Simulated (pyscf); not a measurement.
PySCF, gas phase, ωB97X-D3(BJ)/def2-SVP geometries.

What is the homolytic dissociation enthalpy (298 K, ωB97M-D3(BJ)/def2-TZVP) of the Ga–O bond of HO–Ga(Cl)–O–SiH₃, to [HO–Ga–Cl]• + •O–SiH₃?

Ga–O to [HO–Ga–Cl]• + •O–SiH₃: 431.0 kJ/mol. The 7 functionals that were run give +402.6 (PBE) to +449.3 kJ/mol (M06-2X). The radicals are drawn with the spin at the cut bond; how far it spreads was not checked. •O–SiH₃ lies 104.0 kJ/mol over its isomer HO–SiH₂•, and others may lie lower still (electronic energy, ωB97M-D3(BJ)). Other isomers of [HO–Ga–Cl]• were not searched in full and may lie lower. Elements up to Kr have no core potential and no relativistic terms here.
